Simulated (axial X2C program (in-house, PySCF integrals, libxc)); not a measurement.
Worked dissociation energy of MnGe⁻: PBE0, non-relativistic

All values were computed with an axial X2C code built on PySCF integrals. The Hamiltonian is the X2C one with the speed of light multiplied by 100, which is the non-relativistic limit. Basis: Ge dyall-av3z [10s9p7d2f], Mn dyall-av3z [10s10p7d3f2g] (cores contracted in-house); Gaussian nuclei, density fitting, unrestricted open shells. Masses: Ge 73.921 u, Mn 54.938 u.

Molecular state: M_S = 1, Λ = 0 (beyond evenly filled blocks: δ+α, δ-α).

| Quantity | Value |
| --- | --- |
| E(Ge-) (2M_S = 3, M_L = 0) | -2076.749976 hartree |
| E(Mn) (2M_S = 5, M_L = 0) | -1150.735210 hartree |
| E(MnGe⁻) at Re | -3227.589392 hartree |
| ωe | 196.7 cm⁻¹ |
| ωexe | 1.03 cm⁻¹ |

**Question.** Work out De and D0.

**Answer.** De = -2076.749976 + (-1150.735210) − (-3227.589392) = 0.10421 hartree = 2.836 eV. The zero-point energy is ωe/2 − ωexe/4 = 98 cm⁻¹ = 0.012 eV, so D0 = 2.823 eV.

Occupations by symmetry block were frozen at the best pattern of an incomplete PBE0 search. Dissociation energies refer to the lowest single-determinant-based atoms at the same level and basis. Other states lie close and PBE0, whose exact exchange favours high spin, may order them wrongly; the determinant shown need not be the ground state. The nearest other spin-free determinant of the search, M_S = 2, Λ = 0, lies 0.24 eV up at the distance of the search. The highest occupied level of some functionals is positive through self-interaction error; at Hartree–Fock it is bound. The determinant is spin-polarised beyond a pure state at some levels (its spin-free form has ⟨S²⟩ too high), which makes Re and μ there less reliable.

Each atomic determinant is the lowest at this level and need not be a pure term. Totals compare only within one Hamiltonian and basis.
